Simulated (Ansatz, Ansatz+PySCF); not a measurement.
```xyz
2

Si   -0.0259   -0.0321   -0.5822
O    -0.0211   -0.0386    0.9933
```

Basis set: def2-SVP (spherical functions). Left uncorrelated: 6 orbitals. Charge 0, multiplicity 1.

Computed with Ansatz (development build ahead of 0.2.0); each method stands on the lowest determinant of its kind that the runs found. Restricted open shells among the atoms or ions are ROHF, correlated in semicanonical orbitals with singles. Restricted functionals stand beside restricted open-shell atoms, which can lie above the unrestricted atoms usual in DFT and then raise those values.

**Question.** Give the atomization energy at this shape (free ground-state atoms in the same class of orbitals less the molecule, no zero-point energy) of singlet SiO by ωB97X (restricted), ωB97X (unrestricted), r²SCAN (restricted), r²SCAN (unrestricted), PBE0 (unrestricted), PBE0 (restricted), PBE (unrestricted), PBE (restricted), RHF-CCSD(T), RHF-CCSD, RHF-MP2, RHF, UHF.

**Answer.**

| method | atomization energy |
| --- | --- |
| ωB97X (restricted) | 180.27 kcal/mol |
| ωB97X (unrestricted) | 177.58 kcal/mol |
| r²SCAN (restricted) | 183.37 kcal/mol |
| r²SCAN (unrestricted) | 180.06 kcal/mol |
| PBE0 (unrestricted) | 174.27 kcal/mol |
| PBE0 (restricted) | 176.50 kcal/mol |
| PBE (unrestricted) | 190.89 kcal/mol |
| PBE (restricted) | 192.59 kcal/mol |
| RHF-CCSD(T) | 169.71 kcal/mol |
| RHF-CCSD | 162.75 kcal/mol |
| RHF-MP2 | 181.62 kcal/mol |
| RHF | 102.06 kcal/mol |
| UHF | 96.83 kcal/mol |
